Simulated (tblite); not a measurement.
Compound: C₃H₃F₃O₂P (charge -1).
Geometry (GFN2-xTB, Å), atoms numbered from 1 in this order:
```
atom  x, y, z in Å
C1    -2.0859    0.2835    0.1319
C2    -0.8658    0.7227    0.3690
P3     0.5056    0.2873   -0.7680
O4     0.0904   -0.6800   -1.8073
O5     1.3209    1.4794   -1.0994
C6     1.4998   -0.7020    0.5383
F7     2.6538   -1.1594    0.0186
F8     0.8636   -1.7916    1.0233
F9     1.8523    0.0011    1.6384
H10   -2.2547   -0.3738   -0.7053
H11   -2.9424    0.5384    0.7424
H12   -0.6364    1.3935    1.1863
```

Calculated harmonic vibrations of the isolated species, GFN2-xTB (tblite), most abundant isotopes, no scaling. Against measured fundamentals such values can be off by several per cent, at times by over 20. One conformer, not necessarily the lowest.

Harmonic wavenumbers (cm⁻¹): 38.0, 44.2, 115.5, 126.9, 182.5, 211.9, 276.1, 286.7, 361.2, 450.1, 456.2, 476.0, 497.9, 587.7, 657.8, 698.4, 896.5, 973.4, 1020.2, 1022.5, 1038.7, 1102.5, 1154.5, 1229.3, 1278.4, 1389.8, 1681.8, 3031.7, 3047.1, 3107.1.

A = 1931, B = 1218, C = 1065 MHz; mass 158.982 u (most abundant isotopes); point group C1, symmetry number 1.

Question: What is the zero-point energy?

Answer: ½Σν̃ = 13720 cm⁻¹ = 39.23 kcal/mol.

Question: What is S at 400 K and 1 bar for an ideal gas of classical rigid rotors and harmonic oscillators?

Answer: Translation 42.59, rotation 30.12, vibration 38.86: S = 111.6 cal/(mol K).

Question: And Cp and H(400 K) − H(0)?

Answer: Cp = 41.59 cal/(mol K), of which vibrations give 33.64 (their classical limit is 30 R = 59.6); H(400 K) − H(0) = 10.79 kcal/mol without the zero-point energy, 7.61 from vibrations.

Question: What must be added to the electronic energy to get the Gibbs energy at 400 K and 1 bar?

Answer: ZPE + [H(400 K) − H(0)] − T·S = 39.23 + 10.79 − 44.63 = 5.39 kcal/mol.

Question: Blend soft modes into free rotors: weight 1/[1 + (100 cm⁻¹/ν̃)⁴] for the oscillator and the rest for a rotor with moment μB/(μ + B), μ = h/(8π²ν), B = 10⁻⁴⁴ kg m². What vibrational entropy results?

Answer: 34.96 cal/(mol K) in place of 38.86, which changes −T·S at 400 K by +1.56 kcal/mol.

Hindered rotation and anharmonicity are outside this model. Other conformers, if any are populated, would add a mixing term that is left out. The structure is chiral; the term R ln 2 for an equal mix with its mirror image is left out.

The run took 0.36 s wall on Arm Neoverse V1, one thread, no GPU, shared host with 32 logical CPUs at a one-minute load of 16. The figure is for the frequency step alone.
